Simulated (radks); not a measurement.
Question: All-electron atom: Yb18+ in [Kr] 4d10 4f6. Calculated with a radial shooting solver on a logarithmic mesh with Libxc functionals: scalar-relativistic Kohn-Sham, LB94 model potential, spin-polarised, spherical densities, finite nucleus; open shells are filled with parallel spins first (spin-orbit coupling, left out, can overturn this in heavy ions); Fermi nuclear charge, rms radius 5.3108 fm. Some entries of the table are withheld. Estimate them.

orbital,occ.,eigenvalue (Ry),<1/r> (bohr^-1),r(max) (bohr)
1s down,1,-4551.307,80.70,0.01236
1s up,1,-4551.307,80.70,0.01236
2s down,1,-801.4121,18.82,0.07052
2s up,1,-801.4018,18.82,0.07052
2p down,3,-710.9999,17.30,0.05749
2p up,3,-710.9919,17.30,0.05749
3s up,1,-208.5070,6.948,0.1994
3s down,1,-208.5057,6.952,0.1994
3p up,3,-181.2084,6.477,0.1965
3p down,3,-181.1979,6.482,0.1965
3d up,5,-147.8611,6.139,0.1601
3d down,5,-147.8595,6.142,0.1601
4s up,1,-67.80560,3.003,0.4506
4s down,1,-67.33128,2.999,0.4507
4p up,3,-58.62946,(1),(2)
4p down,3,-58.17373,(3),(4)
4d up,5,-46.53594,2.509,(5)
4d down,5,-46.10166,2.502,(6)
4f up,6,-33.02885,2.195,0.4369
4f down,0,-32.63568,2.191,0.4369

Answer: 
(1) 4p up <1/r> (bohr^-1): 2.766
(2) 4p up r(max) (bohr): 0.4698
(3) 4p down <1/r> (bohr^-1): 2.760
(4) 4p down r(max) (bohr): 0.4700
(5) 4d up r(max) (bohr): 0.4788
(6) 4d down r(max) (bohr): 0.4793
